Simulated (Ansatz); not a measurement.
Caution, from a PySCF single point (PBE0-D3(BJ)/def2-TZVPD) at this geometry: the highest occupied level lies above zero, so the state may not be bound. This triplet is an excited state, 1.74 eV above the relaxed singlet at the level frozen-core CCSD(T)/aug-cc-pVDZ // PBE0-D3(BJ)/def2-TZVPD (Ansatz, a program for electronic structure).

Species: CH2AlN2, SMILES `[C-]#[N+][Al-][NH2]` (excited triplet) (charge -1, multiplicity 3).

Q: Give a relaxed geometry from PBE0-D3(BJ)/def2-TZVPD (Ansatz).

A: One answer among several that fit: the end point of this relaxation, one of several conformers (outside a Z-matrix the atoms follow the SMILES, hydrogens last).
Cartesian coordinates (Å) in one orientation:
```xyz
6

C      2.930    -0.301    -0.584
N      1.843     0.135    -0.573
Al     0.138     0.918    -0.580
N     -1.247    -0.223    -0.158
H     -1.916    -0.455    -0.878
H     -1.748    -0.073     0.706
```
